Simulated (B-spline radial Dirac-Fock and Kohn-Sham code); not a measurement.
Atomic SCF run for Mg⁷⁺

ΔSCF core binding energies without Breit or QED terms, calculated with a radial atomic solver. Keys: rel is the Hamiltonian (dirac, or spin-free x2c and nr, where L3 and M5 stand for the whole 2p and 3d shells), method is hf or an exchange,correlation pair (spin-unpolarised, also for the hole states), nuc the nuclear model, radius_factor scales its radius, rmax is the box in bohr, h the logarithmic mesh step, order the B-spline order, points the quadrature points per cell, c_factor scales the speed of light, and damp, ndamp, maxit and tol steer the iteration. The run stops when the commutator error falls below 10·tol·max(1, Z/10), or the numerical noise floor, and the energy has settled to about 1e-8 Ha; the virial ratio is −V/T.

Input (task.json):

```json
{"items": [{"Z": 12, "q": 7, "cfg": [[1, 0, 2], [2, 0, 2], [2, 1, 1]], "A": 24, "rrms": 3.057, "do": "settings", "holes": ["K", "L3", "M5"],
  "settings": [{"rel": "dirac", "method": "hf", "nuc": "fermi", "radius_factor": 1.0, "rmax": 45.0, "h": 0.3, "order": 8, "points": 10, "c_factor": 1.0, "maxit": 60, "damp": 0.5, "ndamp": 3, "tol": 1e-08}]}]}
```

Command: `python xray2_run.py task.json out`

Ground-state iterations:

```
iter   energy (Ha)        error
   1     -170.86620850  1.23e+00
   2     -172.04556418  1.84e-02
   3     -172.04705129  9.16e-03
   4     -172.04743808  4.58e-03
   5     -172.04757731  5.71e-04
   6     -172.04757805  3.92e-05
   7     -172.04757805  1.86e-06
   8     -172.04757805  1.26e-08
```

The ground state converged in 8 iterations, with total energy -172.04758 Ha, virial ratio 1.99634 and highest orbital energy -266.39 eV. ΔSCF binding energies: K (1s) 1581.6 eV. Holes are computed only in closed shells, and unreliable hole states are left out.
